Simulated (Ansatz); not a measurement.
```yaml
crystal:
  periodic: [false, false, false]
  atoms:
    - {symbol: C, position_ang: [-0.079992, -0.475614, 0.109133]}
    - {symbol: C, position_ang: [-0.129992, -0.775614, 0.059133]}
    - {symbol: F, position_ang: [0.580284, -1.310711, 1.048349]}
    - {symbol: Se, position_ang: [-1.205769, -1.765457, -0.903189]}
    - {symbol: H, position_ang: [-0.434639, 1.117006, -0.861096]}
    - {symbol: H, position_ang: [-0.101915, 1.163478, 0.893950]}
    - {symbol: H, position_ang: [1.211559, 0.829428, -0.228267]}
basis:
  gaussian: {orbitals: def2-mTZVP}
hamiltonian: {xc: {name: wB97}}
scf: {lower_state_search: off}
output: {forces: true}
```

```sh
$ ansatz run in.yaml --threads 2 --pin off --events-out ev --progress --plain --max-ram 4352MiB
```

It prints (some lines left out):

```
Functional definition: wB97
1013 factors; their error is unknown
292 factors; integrals over basis functions are off by at most 1.1e-5 eV
mean field evaluation 1: about -69752.1981 eV, gradient 9.2e1 eV
mean field evaluation 2: about -69668.4314 eV, gradient 1.9e2 eV
mean field evaluation 4: about -69767.8088 eV, gradient 1.8e1 eV
mean field evaluation 8: about -69769.0596 eV, gradient 1.3e0 eV
mean field evaluation 16: about -69769.0451 eV, gradient 3.3e-2 eV
mean field evaluation 32: about -69769.0451 eV, gradient 6.7e-5 eV
a density is far from that of the atoms, so the factors are made again for it
985 factors; integrals over basis functions are off by at most 5.2e-4 eV
299 factors; integrals over basis functions are off by at most 1.1e-5 eV
mean field -69769.04503202 eV, -2563.9651137693 hartree, gradient 3.0e-6 eV, S^2 0.000000; 0 other end points of the search recorded, 0 dependent functions left out
reference -69769.04502338 eV, -2563.9651134521 hartree; 29, 29 occupied and 73, 73 virtual orbitals, 985 factors
Total energy: -69769.04502338 eV, -2563.9651134521 hartree
Atom 0 at    -0.079992    -0.475614     0.109133 Å, force   457.425262  2810.391023   454.737029 eV/Å
Atom 1 at    -0.129992    -0.775614     0.059133 Å, force  -469.037161 -2788.501893  -469.758302 eV/Å
Atom 2 at     0.580284    -1.310711     1.048349 Å, force    16.382011   -18.685051    22.579137 eV/Å
Atom 3 at    -1.205769    -1.765457    -0.903189 Å, force    -5.781476    -5.504775    -6.030275 eV/Å
Atom 4 at    -0.434639     1.117006    -0.861096 Å, force    -0.236652    -0.279911    -1.187300 eV/Å
Atom 5 at    -0.101915     1.163478     0.893950 Å, force     2.790903     0.034499    -1.876437 eV/Å
Atom 6 at     1.211559     0.829428    -0.228267 Å, force    -1.542887     2.546108     1.536149 eV/Å
Dipole moment:     0.095562     0.745624     0.028795 e Å
Checks for a lower state left out: stability, starts, cluster_reference, orbital_swaps, neighbouring_geometries, increment
```

In this input one atom was put on top of another. Self-consistency was reached. The result belongs to that input, not to the molecule as meant.
